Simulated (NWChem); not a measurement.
System: C$_{2}$H$_{2}$F$_{2}$O$_{2}$; SMILES O=C(O)C(F)F

Input file for NWChem:

```
start job
memory heap 200 mb stack 900 mb global 1100 mb
geometry units angstroms noautosym nocenter noautoz
  O      1.195140    -1.236422     0.283306
  C      0.137620    -0.768619    -0.018905
  O     -0.997680    -1.451056    -0.145684
  C     -0.087247     0.707064    -0.360884
  F      1.010084     1.402681    -0.055493
  F     -1.127398     1.182645     0.348599
  H     -0.801966    -2.377384     0.067061
  H     -0.310342     0.825781    -1.437596
end
basis spherical
  * library def2-svp
end
dft
  xc b3lyp
  iterations 150
  mulliken
end
task dft energy
esp
  recalculate
  probe 0.07
  range 0.3
  factor 1.0
  spacing 0.02
end
task esp
```

NWChem printed, in part:

```
             Northwest Computational Chemistry Package (NWChem) 7.3.0
             --------------------------------------------------------

                             Geometry "geometry" -> ""
                             -------------------------

 Output coordinates in angstroms (scale by  1.889725989 to convert to a.u.)

  No.       Tag          Charge          X              Y              Z
 ---- ---------------- ---------- -------------- -------------- --------------
    1 O                    8.0000     1.19514000    -1.23642200     0.28330600
    2 C                    6.0000     0.13762000    -0.76861900    -0.01890500
    3 O                    8.0000    -0.99768000    -1.45105600    -0.14568400
    4 C                    6.0000    -0.08724700     0.70706400    -0.36088400
    5 F                    9.0000     1.01008400     1.40268100    -0.05549300
    6 F                    9.0000    -1.12739800     1.18264500     0.34859900
    7 H                    1.0000    -0.80196600    -2.37738400     0.06706100
    8 H                    1.0000    -0.31034200     0.82578100    -1.43759600

 Effective nuclear repulsion energy (a.u.)     250.0765807370

                                 NWChem DFT Module
                                 -----------------

 Summary of "ao basis" -> "ao basis" (spherical)
 ------------------------------------------------------------------------------
       Tag                 Description            Shells   Functions and Types
 ---------------- ------------------------------  ------  ---------------------
 O                          def2-svp                 6       14   3s2p1d
 C                          def2-svp                 6       14   3s2p1d
 F                          def2-svp                 6       14   3s2p1d
 H                          def2-svp                 3        5   2s1p

            General Information
            -------------------
          SCF calculation type: DFT
          Wavefunction type:  closed shell.
          No. of atoms     :     8
          No. of electrons :    48
           Alpha electrons :    24
            Beta electrons :    24
          Charge           :     0
          Spin multiplicity:     1
          Use of symmetry is: off; symmetry adaption is: off
          Maximum number of iterations: 150
          AO basis - number of functions:    94
                     number of shells:    42
          Convergence on energy requested:  1.00D-06
          Convergence on density requested:  1.00D-05
          Convergence on gradient requested:  5.00D-04

              XC Information
              --------------
                         B3LYP Method XC Potential
                     Hartree-Fock (Exact) Exchange  0.200
                        Slater Exchange Functional  0.800 local
                    Becke 1988 Exchange Functional  0.720 non-local
              Lee-Yang-Parr Correlation Functional  0.810
                  VWN I RPA Correlation Functional  0.190 local

             Grid Information
             ----------------
          Grid used for XC integration:  medium
          Radial quadrature: Mura-Knowles
          Angular quadrature: Lebedev.
          Tag              B.-S. Rad. Rad. Pts. Rad. Cut. Ang. Pts.
          ---              ---------- --------- --------- ---------
          O                   0.60       49           9.0       434
          C                   0.70       49          10.0       434
          F                   0.50       49          11.0       434
          H                   0.35       45          10.0       434
          Grid pruning is: on
          Number of quadrature shells:   384
          Spatial weights used:  Erf1

      Superposition of Atomic Density Guess
      -------------------------------------

 Sum of atomic energies:        -424.21550955

      Non-variational initial energy
      ------------------------------

 Total energy =    -426.504288
 1-e energy   =   -1083.719002
 2-e energy   =     407.138134
 HOMO         =      -0.340694
 LUMO         =       0.025591

     ---------------------------------------------
      Total Density - Mulliken Population Analysis
     ---------------------------------------------

    Atom       Charge   Shell Charges
 -----------   ------   -------------------------------------------------------
    1 O    8     8.73   1.99  1.13  0.66  3.09  1.84  0.01
    2 C    6     5.23   1.99  0.91  0.20  1.50  0.51  0.12
    3 O    8     8.46   1.99  1.10  0.61  2.96  1.78  0.01
    4 C    6     5.10   1.99  0.88  0.17  1.48  0.48  0.10
    5 F    9     9.41   1.99  1.14  0.77  3.46  2.05  0.00
    6 F    9     9.42   1.99  1.14  0.77  3.46  2.06  0.00
    7 H    1     0.68   0.53  0.09  0.06
    8 H    1     0.98   0.72  0.24  0.02

   convergence    iter        energy       DeltaE   RMS-Dens  Diis-err
 ---------------- ----- ----------------- --------- --------- ---------
 d= 0,ls=0.0,diis     1   -427.0014995332 -6.77D+02  2.50D-02  1.97D+00
 d= 0,ls=0.0,diis     2   -426.5373382353  4.64D-01  1.66D-02  7.31D+00
 d= 0,ls=0.0,diis     3   -427.2016961054 -6.64D-01  3.98D-03  2.20D-01
 d= 0,ls=0.0,diis     4   -427.2157619638 -1.41D-02  1.53D-03  7.59D-02
 d= 0,ls=0.0,diis     5   -427.2227127418 -6.95D-03  2.55D-04  1.88D-03
  Resetting Diis
 d= 0,ls=0.0,diis     6   -427.2228641043 -1.51D-04  6.16D-05  6.11D-05
 d= 0,ls=0.0,diis     7   -427.2228701362 -6.03D-06  3.26D-05  5.21D-06
 d= 0,ls=0.0,diis     8   -427.2228694163  7.20D-07  2.05D-05  1.33D-05
 d= 0,ls=0.0,diis     9   -427.2228705730 -1.16D-06  3.63D-06  3.58D-07
 d= 0,ls=0.0,diis    10   -427.2228706055 -3.25D-08  6.73D-07  8.34D-09

         Total DFT energy =     -427.222870605547
      One electron energy =    -1085.801762375354
           Coulomb energy =      458.229872102861
    Exchange-Corr. energy =      -49.727561070052
 Nuclear repulsion energy =      250.076580736998

 Numeric. integr. density =       47.999995932432

                       DFT Final Molecular Orbital Analysis
                       ------------------------------------

 Vector   22  Occ=2.000000D+00  E=-3.738371D-01
              MO Center=  8.3D-02,  4.0D-01, -1.8D-01, r^2= 2.9D+00
   Bfn.  Coefficient  Atom+Function         Bfn.  Coefficient  Atom+Function
  ----- ------------  ---------------      ----- ------------  ---------------
    62      0.275618  5 F  pz                76      0.276558  6 F  pz
    90     -0.264183  8 H  s                  4      0.224213  1 O  px
    61     -0.223548  5 F  py                19      0.205052  2 C  py
    48      0.193445  4 C  pz                65     -0.187720  5 F  pz
    79     -0.186788  6 F  pz                32      0.159529  3 O  px

 Vector   23  Occ=2.000000D+00  E=-3.517470D-01
              MO Center=  6.5D-02, -1.3D+00,  6.0D-02, r^2= 1.8D+00
   Bfn.  Coefficient  Atom+Function         Bfn.  Coefficient  Atom+Function
  ----- ------------  ---------------      ----- ------------  ---------------
    34     -0.452492  3 O  pz                 6      0.424671  1 O  pz
    37     -0.346121  3 O  pz                 9      0.295606  1 O  pz
    20      0.131096  2 C  pz                32      0.100847  3 O  px
    33     -0.088271  3 O  py                 4     -0.087611  1 O  px
    35      0.077106  3 O  px                36     -0.066624  3 O  py

 Vector   24  Occ=2.000000D+00  E=-3.030390D-01
              MO Center=  6.2D-01, -8.2D-01,  1.2D-01, r^2= 2.2D+00
   Bfn.  Coefficient  Atom+Function         Bfn.  Coefficient  Atom+Function
  ----- ------------  ---------------      ----- ------------  ---------------
     5      0.504221  1 O  py                 8      0.351515  1 O  py
    32      0.222320  3 O  px                 4      0.208002  1 O  px
    47      0.207527  4 C  py                35      0.163388  3 O  px
    75      0.163513  6 F  py                 7      0.152382  1 O  px
    31      0.131076  3 O  s                 45     -0.126776  4 C  s

[...]

                     NWChem Electrostatic Potential Fit Module
                     -----------------------------------------

 Atom parameters

 Number of atoms is                                    8
 Number of basis functions is                         94

 Grid parameters

 Maximum number of grid points is                  34229
 Number of grid points is                          34228
 Grid range                                     0.300000 nm
 Grid spacing                                   0.020000 nm
 Probe radius                                   0.070000 nm
 Atom radius factor                             1.000000

 Atomic radii

    1    0.100000
    6    0.147000
    8    0.136000
    9    0.128000
 FASTESP  F
  using M.O. file = ./job.movecs

    Atom              Coordinates                           Charge

                                                  ESP

    1 O     0.119514   -0.123642    0.028331   -0.498490
    2 C     0.013762   -0.076862   -0.001891    0.613489
    3 O    -0.099768   -0.145106   -0.014568   -0.586783
    4 C    -0.008725    0.070706   -0.036088    0.532314
    5 F     0.101008    0.140268   -0.005549   -0.256561
    6 F    -0.112740    0.118265    0.034860   -0.239240
    7 H    -0.080197   -0.237738    0.006706    0.438611
    8 H    -0.031034    0.082578   -0.143760   -0.003340
                                            ------------
                                               -0.000000

 Dipole moment                                  1.007017

 Quadrupole moment Qxx                        -11.081914
                   Qyy                          5.035109
                   Qzz                          6.046805

 RMS deviation kJ/mol                           0.045554

 RRMS %                                        14.972449
```

Level: B3LYP/def2-SVP. Structure relaxed at the PBE0/def2-SVP level. B3LYP is NWChem's, with the RPA form of VWN correlation.
